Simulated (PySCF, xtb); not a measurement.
FH2InSe2, SMILES [F][In]([SeH])[SeH]. One conformer was computed; it need not be the lowest.

Harmonic wavenumbers (cm⁻¹) from xtb 6.7.1 with GFN2-xTB at its own minimum, in rising order: 42, 62, 89, 136, 161, 167, 240, 334, 506, 534, 1992, 2060.

Q: What does PBE-D3(BJ)/def2-SVP (PySCF) give at its own minimum? (Estimate from the structure and the level; the computed values follow.)

A: 50, 87, 106, 164, 198, 204, 266, 568, 580, 596, 2353, 2355. Paired by order, the mean absolute difference is 100 cm⁻¹ and the zero-point energies are 9.0 and 10.8 kcal/mol.
